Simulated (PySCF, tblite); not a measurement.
System: H3S (cation, charge +1), singlet: umbrella (inversion) coordinate, bond length relaxed. Scanned: angle between the S-H bonds and the threefold axis (90 = planar). Other coordinates (S-H bond length) were minimised at PBE0/def2-TZVP.

Computed with: GFN2-xTB, 300 K electronic temperature (tblite); CCSD(T) on RHF/cc-pVTZ, 5 core orbitals frozen (PySCF).

Energies relative to the lowest point of each profile, in kcal/mol; the last columns give the difference from CCSD(T):

```json
[
 {"a / °": "90", "GFN2-xTB": "36.1", "CCSD(T)": "31.0", "GFN2-xTB − CCSD(T)": "5.1"},
 {"a / °": "93", "GFN2-xTB": "35.0", "CCSD(T)": "30.3", "GFN2-xTB − CCSD(T)": "4.7"},
 {"a / °": "96", "GFN2-xTB": "32.1", "CCSD(T)": "28.2", "GFN2-xTB − CCSD(T)": "3.8"},
 {"a / °": "99", "GFN2-xTB": "27.8", "CCSD(T)": "25.0", "GFN2-xTB − CCSD(T)": "2.7"},
 {"a / °": "102", "GFN2-xTB": "22.8", "CCSD(T)": "21.0", "GFN2-xTB − CCSD(T)": "1.8"},
 {"a / °": "105", "GFN2-xTB": "17.7", "CCSD(T)": "16.6", "GFN2-xTB − CCSD(T)": "1.1"},
 {"a / °": "108", "GFN2-xTB": "12.8", "CCSD(T)": "12.1", "GFN2-xTB − CCSD(T)": "0.7"},
 {"a / °": "111", "GFN2-xTB": "8.5", "CCSD(T)": "8.0", "GFN2-xTB − CCSD(T)": "0.5"},
 {"a / °": "114", "GFN2-xTB": "4.8", "CCSD(T)": "4.4", "GFN2-xTB − CCSD(T)": "0.4"},
 {"a / °": "117", "GFN2-xTB": "2.1", "CCSD(T)": "1.8", "GFN2-xTB − CCSD(T)": "0.3"},
 {"a / °": "120", "GFN2-xTB": "0.5", "CCSD(T)": "0.3", "GFN2-xTB − CCSD(T)": "0.2"},
 {"a / °": "123", "GFN2-xTB": "0.0", "CCSD(T)": "0.0", "GFN2-xTB − CCSD(T)": "0.0"},
 {"a / °": "126", "GFN2-xTB": "0.9", "CCSD(T)": "1.1", "GFN2-xTB − CCSD(T)": "-0.3"},
 {"a / °": "129", "GFN2-xTB": "3.2", "CCSD(T)": "3.7", "GFN2-xTB − CCSD(T)": "-0.5"},
 {"a / °": "132", "GFN2-xTB": "7.0", "CCSD(T)": "7.8", "GFN2-xTB − CCSD(T)": "-0.8"}
]
```

GFN2-xTB is furthest from CCSD(T) at 90 (5.1 kcal/mol, above); its mean absolute difference over the points is 1.5 kcal/mol.
